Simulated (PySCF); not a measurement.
The dipole of `[Ge@H]([CH2]CC)([GeH3])[SiH3]` from its density and from atomic charges.

Coordinates (PBE0-D3(BJ)/def2-SVP, Å) and charges (e) from the PBE0/pcSseg-1 density (PySCF):

```
atom       x       y       z  Mulliken      IAO  Hirshfeld  ESP-fitted
  C1  -2.970  -0.154   0.664   -0.2603  -0.4052    -0.1136     -0.4649
  C2  -1.450  -0.120   0.590   -0.2919  -0.2341    -0.0664     +0.3139
  C3  -0.924   0.019  -0.834   -0.4903  -0.4699    -0.1425     -0.1845
 Ge4   1.042   0.043  -0.965   -0.1001  +0.2568    +0.1869     +0.0592
 Si5   1.973  -1.944  -0.030   +0.3651  +0.2790    +0.1988     +0.1936
 Ge6   1.982   1.944   0.216   +0.0054  +0.1822    +0.1905     +0.0842
  H7  -3.323  -0.260   1.701   +0.1196  +0.1390    +0.0415     +0.1100
  H8  -3.377  -0.998   0.083   +0.1116  +0.1337    +0.0380     +0.1055
  H9  -3.408   0.770   0.254   +0.1119  +0.1339    +0.0382     +0.1050
 H10  -1.070   0.712   1.210   +0.1350  +0.1272    +0.0323     -0.0317
 H11  -1.041  -1.038   1.048   +0.1348  +0.1261    +0.0331     -0.0361
 H12  -1.280  -0.817  -1.461   +0.1452  +0.1406    +0.0352     +0.0570
 H13  -1.302   0.944  -1.302   +0.1460  +0.1406    +0.0347     +0.0601
 H14   1.456   0.141  -2.451   +0.0356  -0.0662    -0.0737     -0.0507
 H15   1.391  -3.166  -0.670   -0.0621  -0.0933    -0.0750     -0.0637
 H16   1.690  -2.006   1.439   -0.0653  -0.0960    -0.0749     -0.0739
 H17   3.456  -1.962  -0.222   -0.0597  -0.0902    -0.0731     -0.0636
 H18   1.377   3.274  -0.281   +0.0069  -0.0676    -0.0708     -0.0360
 H19   3.509   2.000   0.018   +0.0108  -0.0652    -0.0687     -0.0359
 H20   1.701   1.829   1.729   +0.0018  -0.0714    -0.0709     -0.0474
```

Task: Form Σ q r in debye for every column and set it beside the full dipole.

Result: The full density gives (-1.05, -0.08, -0.10) D, 1.06 D in size; dipole vectors point from the negative to the positive end.

```json
{"scheme": "Mulliken", "μx": "0.76", "μy": "-1.06", "μz": "0.81", "size (D)": "1.54", "share of the full size (%)": "146", "angle to the full dipole (°)": "119"}
{"scheme": "IAO", "μx": "0.06", "μy": "-0.05", "μz": "-0.25", "size (D)": "0.26", "share of the full size (%)": "25", "angle to the full dipole (°)": "97"}
{"scheme": "Hirshfeld", "μx": "-0.36", "μy": "0.05", "μz": "-0.21", "size (D)": "0.43", "share of the full size (%)": "40", "angle to the full dipole (°)": "27"}
{"scheme": "ESP-fitted", "μx": "-1.04", "μy": "-0.08", "μz": "-0.13", "size (D)": "1.05", "share of the full size (%)": "99", "angle to the full dipole (°)": "2"}
```

Task: Which set comes closest?

Result: Length of the difference vector: ESP-fitted 0.03 D, Hirshfeld 0.71 D, IAO 1.12 D, Mulliken 2.25 D. Closest: ESP-fitted. The schemes that divide the density aren't constrained to reproduce the dipole.

Task: What is left for the Hirshfeld atoms' own dipoles?

Result: The Hirshfeld atoms' densities add up to the full density, so μ = Σ q r + Σ (atomic dipoles). The atomic dipoles sum to (-1.05, -0.08, -0.10) − (-0.36, 0.05, -0.21) = (-0.69, -0.13, 0.11) D, 0.71 D in size.

Task: With the origin at the mean of the coordinates, (-0.028, -0.039, 0.037) Å, which are the largest single terms, by size, of the Mulliken dipole along the direction of the full one?

Result: C1 -3.59, Si5 -3.22, C3 -2.27, C2 -1.92, H8 +1.82 D; all 20 atoms together -0.75 D. The single terms depend on the origin, their sum doesn't.

Task: Give the size of the full dipole in other units.

Result: 1.06 D = 0.416 au = 0.220 e·Å = 3.53 × 10⁻³⁰ C·m.

Geometry: PBE0-D3(BJ)/def2-SVP, one conformer, isolated molecule. The calculation is non-relativistic, for germanium too.

The values belong to the conformer `[CH3:1][CH2:2][CH2:3][Ge@H:4]([SiH3:5])[GeH3:6]`: C1–C2–C3–Ge4 -179°, C2–C3–Ge4–Si5 58°.
